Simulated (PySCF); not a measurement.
methylselanylethene (C3H6Se), SMILES [Se](C=C)C.

Geometry optimised at B3LYP-D3(BJ)/def2-SVP. The values are those of a single conformer.

Computed with HF/def2-TZVP (PySCF).

Isolated molecule, no solvent.

Computed frontier levels, gap, dipole moment and polarisability:
```json
{
 "highest_occupied_level": "-8.33 eV",
 "lowest_empty_level": "3.25 eV",
 "orbital_gap": "11.58 eV",
 "dipole_moment": "1.54 D",
 "quadrupole, principal values (traceless, Buckingham form, about the centre of nuclear charge)": "-6.54, 0.48, 6.06 D·Å",
 "mean_static_polarisability": "63.7 bohr³ (9.43 Å³)",
 "polarisability_principal_values": "43.8, 56.4, 90.8 bohr³"
}
```
